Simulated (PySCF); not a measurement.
CH5BFNO.

```xyz
10

B      0.1867     0.2132     0.5099
F      0.8803    -0.0812     1.6208
N      0.0558    -0.7978    -0.4684
C     -0.6319    -0.7314    -1.7330
H      0.4963    -1.6889    -0.2654
H     -1.4645    -1.4548    -1.8041
H      0.0403    -0.9085    -2.5922
H     -1.0698     0.2691    -1.8768
O     -0.3296     1.4725     0.4322
H     -0.8208     1.6413    -0.3782
```
Charge 0, spin multiplicity 1.

Coordinates come from a r2SCAN-D4/def2-SVP optimisation. The structure was generated by enumeration, and PubChem lists no compound with its InChIKey, so it may never have been made. The values are those of a single conformer.

The numbers are results of PBE0/pcSseg-1 in PySCF, not measurements. Non-relativistic, no solvent.

Computed absolute GIAO shielding of each atom: isotropic value and principal components (ppm):
```tsv
atom	σ(iso)	σ11	σ22	σ33	span
B1	80.8	61.3	85.2	95.9	34.6
F2	316.1	216.7	347.7	383.9	167.3
N3	211.4	173.4	205.6	255.1	81.7
C4	154.3	132.5	147.6	182.9	50.5
H5	29.6	21.3	29.4	38.0	16.7
H6	28.5	23.5	26.4	35.7	12.1
H7	28.5	23.5	26.4	35.6	12.1
H8	29.2	25.1	28.9	33.7	8.6
O9	258.6	184.0	275.5	316.3	132.3
H10	28.4	20.6	27.3	37.3	16.7
```
